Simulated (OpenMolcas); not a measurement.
Ta2+ among 6 point charges of -1.7 e arranged as an octahedron (Oh), 2.24 Å from the ion.

* Program: OpenMolcas 26.06
* Method: CASSCF
* Basis: ANO-RCC-VDZP [7s6p4d2f1g]
* Scalar Hamiltonian: DKH2, point nucleus
* Active space: 3 electrons in 5 orbitals (5d)
* State averaging: 2S+1 = 4 even, 10 roots; 2S+1 = 2 even, 40 roots
* Spin-orbit coupling: state interaction with AMFI integrals over the reference wave functions

Question: What is the spin-free ground state (labels of O, the rotations of Oh)?

Answer: 4A2, 1-fold in its orbital part, 100 % from free-ion F terms; it has the highest spin that d3 allows.

Question: Where is the first state of the same spin?

Answer: 4T2 at 16600 cm-1 above the ground state.

Question: What are the lowest two levels with spin-orbit coupling?

Answer: A 4-fold level Γ8, then a 4-fold level Γ8 10658 cm-1 above it. Their leading multiplicities are 4 (98 %) and 2 (86 %).

Question: What is χT at 300 K, and how does it compare with the textbook value?

Answer: The lowest level has 2S+1 = 4, for which the spin-only value is χT = S(S+1) / 2 = 1.875 cm3 K/mol (g = 2). The computed 1.282 at 300 K differs by -0.593, through orbital momentum, spin-orbit coupling and any other state in reach.

Question: Which ligand-field parameters describe the states?

Answer: A least-squares ligand-field fit to the states below 45000 cm-1, each weighted by its degeneracy and with a free common offset, gives 10Dq = 16982 cm-1, B = 616 cm-1 and C = 2337 cm-1 (C/B = 3.80), with an rms deviation of 147 cm-1. 

Without dynamic correlation the repulsion within the d shell is too large (B by tens of per cent), so at a given field states of lower spin stand too high. Point charges carry no covalency, so the field is a model and not that of real ligands. No measured value stands beside these numbers.
